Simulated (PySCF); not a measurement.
Match the calculated data to a structure.

All candidates are C6H12Si.

| technique | computed result |
| --- | --- |
| NMR, other nuclei | isotropic shieldings of nuclei other than C and H, by class: 379 (1 Si) ppm [GIAO PBE0/pcSseg-1] |
| Rotational structure | rotational constants A, B, C: 4.077, 1.072, 0.905 GHz [GFN2-xTB] |
| Polarisability | 96.3 au [B3LYP/def2-SVPD] |
| 13C NMR | chemical shifts (computed TMS as zero) by class: 121.0 (2 C), 23.6 (1 C), 21.5 (1 C), 17.8 (1 C), 3.1 (1 C) ppm [GIAO PBE0/pcSseg-1] |
| UV, first state | lowest singlet excitation: 5.29 eV (234 nm, f = 0.021) [TDDFT B3LYP/def2-SVPD] |
| UV, strongest line | among the 8 lowest singlet transitions: S7 at 6.88 eV (180 nm, f = 0.038) [TDDFT B3LYP/def2-SVPD] |

The electronic properties come from PySCF, for the isolated species, density fitting. Levels stand in brackets. The structure is a single GFN2-xTB conformer in the gas phase; no vibrational or solvent corrections. NMR classes are plain means over equivalent atoms (diastereotopic ones count apart unless rotation or inversion swaps them), as if these changed places fast.

Question: Which candidate is it?
A. `CCC[SiH2]C1C=C1`
B. `CC(C)C1=C[SiH2]C1`
C. `CCCC#CC[SiH3]`

Answer: A. It is `CCC[SiH2]C1C=C1`. Numbering: `[CH3:1][CH2:2][CH2:3][SiH2:4][CH:5]1[CH:6]=[CH:7]1`. Its formula, C6H12Si, gives 2 degrees of unsaturation: 1 ring and 1 π bond in the structure found. 6 carbons fall into 5 classes; from least to most shielded: alkene CH carbon [C6/C7] (121.0 ppm, 2 C), chain CH2 carbon [C2] (23.6 ppm), methyl carbon [C1] (21.5 ppm), chain sp3 carbon bound to silicon [C3] (17.8 ppm), ring sp3 carbon bound to silicon [C5] (3.1 ppm). The other shieldings belong to: 379 ppm, SiH2 silicon [Si4]. S1 is mainly HOMO→LUMO (weight 0.96); the largest Löwdin shares of the orbital it empties are 0.24 on each of 2 atoms of one kind (alkene CH carbon), 0.22 on an sp3 carbon bound to silicon and 0.11 on the SiH2 silicon, of the orbital it fills 0.34 on each of 2 atoms of one kind (alkene CH carbon), 0.08 on an sp3 carbon bound to silicon and 0.07 on a vinylic hydrogen. The optimised geometry has point group C1 and is an asymmetric top.

The others, at the same levels:
- `CC(C)C1=C[SiH2]C1` fails: its computed 13C shifts are 183.4 (1 C), 130.5 (1 C), 41.1 (1 C), 22.6 (2 C), 13.6 (1 C) ppm, rotational constant A is 4.626 GHz (against 4.077 GHz) and smallest rotational constant is 1.195 GHz (against 0.905 GHz).
- `CCCC#CC[SiH3]` fails: it has 6 carbon classes against 5; its computed 13C shifts are 86.3 (1 C), 84.5 (1 C), 26.8 (1 C), 23.4 (1 C), 15.3 (1 C), 0.1 (1 C) ppm, rotational constant A is 3.703 GHz (against 4.077 GHz) and smallest rotational constant is 0.777 GHz (against 0.905 GHz).

Each candidate is one conformer, not necessarily the lowest. Dipoles, sizes and rotational constants follow the conformer. The torsions of the flexible species, by atom-mapped SMILES:
- `[CH3:1][CH2:2][CH2:3][SiH2:4][CH:5]1[CH:6]=[CH:7]1`: C1–C2–C3–Si4 178°, C2–C3–Si4–C5 61°, C3–Si4–C5–C6 -155°
- `[CH3:1][CH:2]([CH3:3])[C:4]1=[CH:5][SiH2:6][CH2:7]1`: C1–C2–C4–C5 119°
- `[CH3:1][CH2:2][CH2:3][C:4]#[C:5][CH2:6][SiH3:7]`: C1–C2–C3–C4 64°
